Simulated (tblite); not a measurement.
A geometry optimisation, step by step.

Species: C4H13GeNSi.
Atom-mapped SMILES: `[CH2:1]=[N:2][Si@@H:3]([GeH3:4])[CH2:5][CH2:6][CH3:7]` (hydrogens: H8, H9 on C1; H10 on Si3; H11, H12, H13 on Ge4; H14, H15 on C5; H16, H17 on C6; H18, H19, H20 on C7)

Computed with GFN2-xTB (tblite), gas phase: L-BFGS steps from a force-field or distance-geometry start until the largest atomic force falls under 0.01 eV/Å. 9 of its 118 geometries are shown.

Step 0: E = -591.3467 eV, largest atomic force 1.685 eV/Å
```
atom  x, y, z in Å  |  force x, y, z in eV/Å
C1     -1.768    2.518   -0.188    0.689  -1.304  -0.815
N2     -1.225    1.494   -0.716   -0.423   0.109   1.321
Si3    -1.121    0.003    0.266   -1.077   1.184  -0.343
Ge4    -2.205   -1.671   -0.868   -0.780  -0.227  -0.291
C5      0.648   -0.364    0.668    0.715  -0.320   0.515
C6      1.578    0.029   -0.470    0.014   0.433  -0.063
C7      3.023   -0.279   -0.118   -0.036  -0.076   0.593
H8     -1.815    3.419   -0.791   -0.157   0.064   0.271
H9     -2.169    2.455    0.824   -0.112   0.605  -0.134
H10    -1.842    0.295    1.542    0.109  -0.137  -0.121
H11    -3.449   -2.141   -0.021    0.649   0.069  -0.567
H12    -2.821   -1.171   -2.207    0.257  -0.477   0.524
H13    -1.348   -2.914   -1.133   -0.392   0.261  -0.041
H14     0.755   -1.453    0.896    0.069   0.767  -0.065
H15     0.906    0.216    1.573    0.157  -0.441  -0.316
H16     1.273   -0.491   -1.397    0.173   0.257   0.339
H17     1.523    1.124   -0.627   -0.287  -0.514  -0.133
H18     3.656   -0.035   -0.972    0.147  -0.101   0.327
H19     3.091   -1.351    0.132    0.310   0.475  -0.111
H20     3.304    0.329    0.783   -0.024  -0.628  -0.891
```

Step 15: E = -591.7469 eV, largest atomic force 0.151 eV/Å
```
atom  x, y, z in Å  |  force x, y, z in eV/Å
C1     -1.790    2.578   -0.198    0.057  -0.037   0.010
N2     -1.269    1.491   -0.532   -0.044  -0.037   0.016
Si3    -1.186    0.018    0.373    0.033   0.079   0.041
Ge4    -2.254   -1.648   -0.894   -0.010   0.047   0.015
C5      0.663   -0.343    0.691    0.046   0.001  -0.032
C6      1.593    0.037   -0.456    0.032   0.007  -0.083
C7      3.049   -0.280   -0.128   -0.002  -0.039   0.038
H8     -1.782    3.417   -0.890    0.002  -0.066   0.048
H9     -2.257    2.749    0.779   -0.026   0.087  -0.107
H10    -1.880    0.169    1.676    0.074  -0.125  -0.040
H11    -3.431   -2.232   -0.159    0.004   0.018  -0.010
H12    -2.842   -1.329   -2.239    0.038   0.061   0.049
H13    -1.439   -2.876   -1.181    0.077   0.013   0.020
H14     0.779   -1.410    0.890   -0.037  -0.043   0.026
H15     1.002    0.175    1.589   -0.086   0.034   0.048
H16     1.305   -0.509   -1.354   -0.060  -0.050  -0.083
H17     1.496    1.099   -0.674   -0.051   0.083   0.011
H18     3.712   -0.037   -0.958   -0.113  -0.006   0.026
H19     3.150   -1.339    0.097    0.069  -0.051  -0.009
H20     3.376    0.282    0.745   -0.003   0.026   0.015
```

Step 29: E = -591.7799 eV, largest atomic force 0.084 eV/Å
```
atom  x, y, z in Å  |  force x, y, z in eV/Å
C1     -1.794    2.604   -0.221   -0.001  -0.036   0.000
N2     -1.296    1.483   -0.454    0.040  -0.063   0.026
Si3    -1.200    0.011    0.433    0.036  -0.024   0.002
Ge4    -2.237   -1.619   -0.886    0.080   0.020   0.014
C5      0.655   -0.349    0.698    0.008   0.002   0.047
C6      1.573    0.020   -0.463   -0.028  -0.010   0.034
C7      3.034   -0.289   -0.142   -0.018   0.006   0.010
H8     -1.726    3.386   -0.974    0.004  -0.005  -0.010
H9     -2.309    2.872    0.703   -0.020   0.020   0.010
H10    -1.826   -0.022    1.774   -0.002   0.050  -0.017
H11    -3.417   -2.239   -0.195   -0.034  -0.016  -0.007
H12    -2.788   -1.257   -2.231    0.008   0.013  -0.018
H13    -1.371   -2.815   -1.166   -0.003   0.026  -0.017
H14     0.762   -1.415    0.917    0.002   0.025  -0.022
H15     0.988    0.183    1.591    0.029   0.006   0.006
H16     1.270   -0.535   -1.356    0.000   0.034   0.015
H17     1.466    1.086   -0.676   -0.002  -0.054  -0.035
H18     3.683   -0.024   -0.974   -0.040   0.004  -0.035
H19     3.168   -1.348    0.070   -0.033   0.007  -0.009
H20     3.360    0.276    0.730   -0.027  -0.005   0.005
```

Step 44: E = -591.7971 eV, largest atomic force 0.140 eV/Å
```
atom  x, y, z in Å  |  force x, y, z in eV/Å
C1     -1.780    2.569   -0.247    0.000  -0.022   0.003
N2     -1.244    1.449   -0.391   -0.065   0.124  -0.005
Si3    -1.190    0.003    0.531    0.037  -0.035  -0.047
Ge4    -2.170   -1.583   -0.877   -0.040  -0.032   0.011
C5      0.663   -0.355    0.762    0.025   0.003   0.024
C6      1.513    0.001   -0.452   -0.005   0.006   0.014
C7      2.983   -0.293   -0.181   -0.009  -0.006  -0.015
H8     -1.679    3.313   -1.035    0.000  -0.037   0.047
H9     -2.359    2.875    0.631    0.030  -0.018  -0.057
H10    -1.836    0.001    1.856   -0.029   0.001   0.033
H11    -3.387   -2.241   -0.283    0.042  -0.010  -0.018
H12    -2.672   -1.134   -2.216    0.016   0.013  -0.017
H13    -1.286   -2.754   -1.210   -0.021   0.022   0.011
H14     0.799   -1.417    0.979   -0.054  -0.008   0.040
H15     1.038    0.191    1.628    0.005   0.011   0.018
H16     1.166   -0.572   -1.317    0.037   0.003   0.015
H17     1.388    1.059   -0.686   -0.002   0.005  -0.001
H18     3.606   -0.015   -1.028   -0.017  -0.005  -0.019
H19     3.126   -1.353    0.022    0.025  -0.006  -0.011
H20     3.319    0.267    0.691    0.025  -0.007  -0.027
```

Step 58: E = -591.8039 eV, largest atomic force 0.042 eV/Å
```
atom  x, y, z in Å  |  force x, y, z in eV/Å
C1     -1.787    2.565   -0.256    0.004  -0.006  -0.007
N2     -1.238    1.449   -0.370   -0.007  -0.002   0.025
Si3    -1.191    0.006    0.561   -0.003   0.001   0.035
Ge4    -2.144   -1.570   -0.879   -0.018   0.025  -0.006
C5      0.662   -0.351    0.811   -0.011   0.007  -0.002
C6      1.493   -0.019   -0.423    0.007  -0.001  -0.002
C7      2.975   -0.305   -0.211    0.010  -0.006  -0.008
H8     -1.664    3.297   -1.050   -0.011   0.020   0.002
H9     -2.395    2.877    0.596   -0.002  -0.005   0.003
H10    -1.861    0.010    1.879    0.014  -0.005  -0.039
H11    -3.365   -2.266   -0.342    0.009   0.012   0.000
H12    -2.607   -1.073   -2.216   -0.001  -0.014  -0.001
H13    -1.246   -2.719   -1.226    0.028  -0.021  -0.007
H14     0.784   -1.410    1.052    0.006   0.000   0.011
H15     1.047    0.210    1.663   -0.007   0.010   0.007
H16     1.127   -0.603   -1.273   -0.007  -0.002   0.002
H17     1.361    1.036   -0.668    0.002   0.007  -0.006
H18     3.546   -0.022   -1.093    0.010  -0.018  -0.007
H19     3.141   -1.362   -0.017   -0.011  -0.011   0.000
H20     3.356    0.260    0.638   -0.013   0.007   0.001
```

Step 73: E = -591.8082 eV, largest atomic force 0.066 eV/Å
```
atom  x, y, z in Å  |  force x, y, z in eV/Å
C1     -1.815    2.577   -0.232   -0.007  -0.005   0.000
N2     -1.235    1.477   -0.341   -0.009   0.009  -0.002
Si3    -1.184    0.019    0.564   -0.018   0.007  -0.009
Ge4    -2.098   -1.548   -0.912    0.055  -0.033  -0.014
C5      0.668   -0.318    0.841    0.019   0.011  -0.016
C6      1.482   -0.031   -0.415    0.021   0.002  -0.013
C7      2.962   -0.347   -0.233    0.000   0.006   0.001
H8     -1.694    3.319   -1.018   -0.003   0.010   0.020
H9     -2.451    2.866    0.609    0.002  -0.003  -0.008
H10    -1.886   -0.022    1.860   -0.008   0.007   0.032
H11    -3.308   -2.244   -0.359   -0.030  -0.027  -0.005
H12    -2.567   -1.091   -2.262    0.017   0.013   0.023
H13    -1.182   -2.697   -1.236   -0.020   0.026   0.005
H14     0.800   -1.363    1.128   -0.011   0.015  -0.004
H15     1.050    0.286    1.665   -0.007  -0.001  -0.002
H16     1.081   -0.624   -1.244    0.019  -0.008   0.002
H17     1.365    1.021   -0.680    0.016  -0.005  -0.011
H18     3.517   -0.113   -1.139   -0.011  -0.028   0.005
H19     3.106   -1.401   -0.002   -0.005   0.019  -0.007
H20     3.381    0.242    0.582   -0.021  -0.014   0.002
```

Step 88: E = -591.8158 eV, largest atomic force 0.036 eV/Å
```
atom  x, y, z in Å  |  force x, y, z in eV/Å
C1     -1.886    2.605   -0.172   -0.004   0.006   0.000
N2     -1.268    1.528   -0.299   -0.001  -0.011  -0.004
Si3    -1.190    0.051    0.572    0.014  -0.008  -0.016
Ge4    -2.004   -1.546   -0.931   -0.027   0.004   0.024
C5      0.670   -0.229    0.850   -0.007  -0.004   0.008
C6      1.472   -0.053   -0.434   -0.014   0.002   0.003
C7      2.935   -0.437   -0.256   -0.007   0.000   0.002
H8     -1.748    3.387   -0.915   -0.013   0.006  -0.007
H9     -2.572    2.838    0.646   -0.003   0.002   0.014
H10    -1.908   -0.035    1.858    0.008   0.010   0.011
H11    -3.224   -2.274   -0.438    0.011   0.002  -0.018
H12    -2.430   -1.066   -2.285   -0.006   0.006  -0.028
H13    -1.061   -2.672   -1.246    0.011   0.010   0.015
H14     0.811   -1.245    1.226    0.009  -0.007  -0.002
H15     1.056    0.445    1.616    0.006   0.004  -0.003
H16     1.030   -0.673   -1.222    0.004  -0.017   0.003
H17     1.405    0.986   -0.759   -0.008   0.006  -0.007
H18     3.479   -0.314   -1.189    0.015  -0.002  -0.015
H19     3.021   -1.475    0.058    0.011  -0.011   0.001
H20     3.405    0.189    0.499    0.002   0.003   0.018
```

Step 102: E = -591.8179 eV, largest atomic force 0.029 eV/Å
```
atom  x, y, z in Å  |  force x, y, z in eV/Å
C1     -1.913    2.612   -0.155    0.005   0.006   0.007
N2     -1.284    1.543   -0.296   -0.003  -0.003  -0.005
Si3    -1.190    0.064    0.573    0.000   0.000   0.009
Ge4    -1.998   -1.530   -0.935    0.004   0.007  -0.028
C5      0.672   -0.214    0.845    0.004   0.001   0.001
C6      1.471   -0.072   -0.445    0.009   0.002   0.000
C7      2.933   -0.459   -0.256    0.005  -0.005  -0.005
H8     -1.796    3.399   -0.896   -0.011  -0.002  -0.006
H9     -2.588    2.833    0.675   -0.005   0.004   0.007
H10    -1.889   -0.020    1.870   -0.004   0.000  -0.008
H11    -3.215   -2.285   -0.482   -0.010   0.006   0.016
H12    -2.394   -1.063   -2.305    0.012   0.005   0.013
H13    -1.022   -2.635   -1.219    0.005  -0.014  -0.002
H14     0.816   -1.219    1.247   -0.011  -0.009  -0.006
H15     1.062    0.478    1.592    0.005   0.006  -0.002
H16     1.027   -0.709   -1.217    0.004  -0.007   0.013
H17     1.408    0.959   -0.794   -0.008   0.005  -0.006
H18     3.482   -0.352   -1.190   -0.004  -0.002   0.009
H19     3.011   -1.494    0.072    0.015   0.007  -0.001
H20     3.404    0.175    0.493   -0.014  -0.008  -0.006
```

Step 117: E = -591.8190 eV, largest atomic force 0.009 eV/Å
```
atom  x, y, z in Å  |  force x, y, z in eV/Å
C1     -1.937    2.619   -0.140    0.002  -0.002   0.001
N2     -1.302    1.556   -0.298    0.006   0.001   0.002
Si3    -1.186    0.077    0.568   -0.002   0.000   0.002
Ge4    -1.980   -1.520   -0.943   -0.004  -0.003  -0.004
C5      0.675   -0.205    0.842   -0.003   0.003  -0.002
C6      1.472   -0.091   -0.451    0.003   0.000   0.000
C7      2.935   -0.471   -0.255    0.003   0.000  -0.001
H8     -1.851    3.406   -0.886    0.001  -0.001   0.002
H9     -2.591    2.834    0.709   -0.003  -0.002  -0.001
H10    -1.889   -0.010    1.863    0.005  -0.003   0.000
H11    -3.208   -2.261   -0.492   -0.007   0.004  -0.004
H12    -2.357   -1.056   -2.317    0.002   0.000   0.000
H13    -1.011   -2.637   -1.209   -0.002  -0.005   0.002
H14     0.809   -1.207    1.256    0.000   0.002   0.003
H15     1.072    0.494    1.577    0.001   0.002   0.000
H16     1.029   -0.748   -1.208    0.003   0.000   0.001
H17     1.407    0.932   -0.825   -0.006   0.000   0.000
H18     3.488   -0.368   -1.187    0.001   0.001  -0.004
H19     3.020   -1.503    0.081    0.000  -0.002   0.004
H20     3.399    0.170    0.492    0.000   0.005   0.000
```

Question: Summarise the path.

Answer: The energy falls by 0.4723 eV from step 0 to step 117; nine tenths of that is first reached at step 23. It falls at every step. The largest force goes from 1.685 to 0.009 eV/Å. Among the bonds Ge4–H11 changes most, from 1.576 to 1.503 Å; the atoms move by 0.368 Å rms after alignment.

Question: Follow the three bonds and two angles with the largest change from start to end.

Answer: 
```csv
step,E above end (eV),largest force (eV/Å),Ge4–H11 (Å),N2–Si3 (Å),Ge4–H12 (Å),C1–N2–Si3 (°),N2–Si3–H10 (°)
0,0.4723,1.685,1.576,1.789,1.556,117.9,106.1
5,0.1887,0.300,1.486,1.739,1.483,120.1,107.5
10,0.1037,0.243,1.506,1.728,1.499,124.2,109.7
15,0.0722,0.151,1.505,1.731,1.502,128.2,110.5
20,0.0547,0.117,1.505,1.724,1.501,131.5,113.0
25,0.0437,0.067,1.506,1.720,1.498,133.4,115.7
31,0.0372,0.083,1.504,1.721,1.501,133.9,117.8
36,0.0299,0.086,1.503,1.717,1.498,134.7,118.5
41,0.0248,0.075,1.505,1.715,1.500,135.6,118.5
46,0.0206,0.068,1.501,1.719,1.498,135.2,117.9
51,0.0169,0.061,1.506,1.716,1.500,136.4,117.6
56,0.0156,0.031,1.502,1.718,1.499,135.5,117.6
61,0.0148,0.032,1.504,1.718,1.499,135.5,118.1
66,0.0135,0.054,1.502,1.717,1.499,135.7,118.1
71,0.0117,0.047,1.504,1.717,1.500,135.4,118.4
76,0.0100,0.046,1.504,1.717,1.500,136.0,118.2
81,0.0065,0.065,1.503,1.718,1.500,135.2,118.6
86,0.0037,0.038,1.504,1.717,1.498,135.5,118.0
92,0.0026,0.035,1.502,1.717,1.501,135.6,117.8
97,0.0017,0.031,1.505,1.718,1.499,135.2,117.8
102,0.0011,0.029,1.503,1.717,1.500,135.1,117.9
107,0.0007,0.020,1.504,1.718,1.499,134.5,117.7
112,0.0002,0.021,1.503,1.717,1.500,134.7,117.6
117,0.0000,0.009,1.503,1.718,1.499,134.7,117.5
```

The cost below is that of the whole relaxation. Hardware: an Arm Neoverse N1 with one thread, shared host with 64 logical CPUs at a one-minute load of 61. Cost: 1.7 s of wall time.
